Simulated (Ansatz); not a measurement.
## Ligand exchange: C2H7Al + InH2(SH) → C2H7AlS + InH3

Species: C2H7Al `C[CH2][AlH2]`, singlet; InH2(SH), singlet; C2H7AlS `C[CH2][AlH][SH]`, singlet; InH3 `[InH3]`, singlet. The partners trade H for SH: Al–H and In–SH bonds give way to Al–SH and In–H.

Shapes, held fixed at every level: PBE0-D4/def2-TZVP. Flexible molecules stand in one conformer, not always the lowest. Programs: Ansatz 0.2.0. The zero-point and thermal change to 298 K, harmonic and unscaled (PBE0-D4/def2-TZVP), is -0.8 kJ/mol.

```
                level                   kind  ΔH(298 K) (kJ/mol)  less CCSD(T)/def2-TZVPP
        HF/def2-TZVPP           Hartree–Fock               -19.6                     +5.9
     SPW92/def2-TZVPP                    LDA               -29.1                     -3.6
 r2SCAN-D4/def2-TZVPP               meta-GGA               -27.1                     -1.6
  B3LYP-D4/def2-TZVPP          global hybrid               -23.8                     +1.7
r2SCAN0-D4/def2-TZVPP          global hybrid               -27.7                     -2.2
         MP2/def2-SVP    perturbation theory               -24.8                     +0.7
        CCSD/def2-SVP  coupled cluster or CI               -24.3                     +1.2
   CCSD(T)/def2-TZVPP  coupled cluster or CI               -25.5                      0.0
```

The highest level, CCSD(T)/def2-TZVPP, gives ΔH(298 K) = -25.5 kJ/mol; the levels span -29.1 to -19.6. The column of differences is taken from that level and isn't an error. No measured value is set beside it here. For atoms past krypton def2 sets carry core potentials with scalar relativity. Correlated rows may include outer-core shells of In, which these sets cover unevenly.
